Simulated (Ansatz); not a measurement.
Cs₃H₃⁺, relaxed as a doublet with UKS PBE0-D4/def2-TZVP in Ansatz, starting from the GFN1-xTB geometry. Force threshold 0.02 eV/Å.

In the def2 sets Cs takes a core potential; there is no spin–orbit coupling. In the doublet, H5 and H6 lie 0.75 Å apart (atoms count from 1), so H2 has formed as a molecule. Another isomer (doublet) lies 0.13 eV lower at PBE0-D4/def2-TZVP; other spin states weren't run for this one.

Start:

```xyz
6

Cs   -0.727    0.396   -0.812
Cs   -1.329   -1.578    2.902
Cs    0.448    2.215    2.841
H     0.850   -0.311    1.457
H     0.039   -0.289   -3.362
H     0.719   -0.432   -3.025
```

Question: Estimate the energy that the relaxation releases and the steps that it takes.

Answer: 0.50 eV, in 14 steps; 82 s on 4 threads of Arm Neoverse N1 on a shared host. The force fell under the threshold at step 6, but the optimiser went on and released 0.034 eV more. No frequencies were taken in this run, so the end may be a saddle point.

Question: Does the start keep its bonding?

Answer: Bonds lost: Cs1–H5, Cs1–H6 (atoms count from 1).

Question: Predict the relaxed structure.

Answer: 
```csv
atom,x (Å),y (Å),z (Å)
Cs1,-1.217,0.701,-1.007
Cs2,-0.792,-1.935,3.468
Cs3,1.052,2.070,3.443
H4,-0.454,0.316,1.561
H5,0.471,-0.418,-3.976
H6,0.941,-0.734,-3.489
```
Bond lengths (bridged metal pairs left out): 3 × Cs–H 2.71 to 2.98 Å.
